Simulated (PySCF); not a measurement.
C2H4O3, SMILES COC(=O)O.

The structure is a stationary point at B3LYP-D3(BJ)/def2-SVP. Other conformers were not sampled.

These are PySCF with PBE/def2-TZVP values and carry that method's errors.

Symmetry labels are those of the subgroup Cs that the program uses (full group Cs).

Computed valence orbital energies around the gap with their symmetry:
| orbital | symmetry | energy (eV) |
|---|---|---|
| HOMO−7 | A' | -11.99 |
| HOMO−6 | A' | -11.06 |
| HOMO−5 | A" | -10.52 |
| HOMO−4 | A' | -10.28 |
| HOMO−3 | A' | -8.83 |
| HOMO−2 | A" | -7.92 |
| HOMO−1 | A" | -7.45 |
| HOMO | A' | -6.78 |
| LUMO | A" | -0.14 |
| LUMO+1 | A' | 0.02 |
| LUMO+2 | A' | 0.86 |
| LUMO+3 | A' | 1.54 |
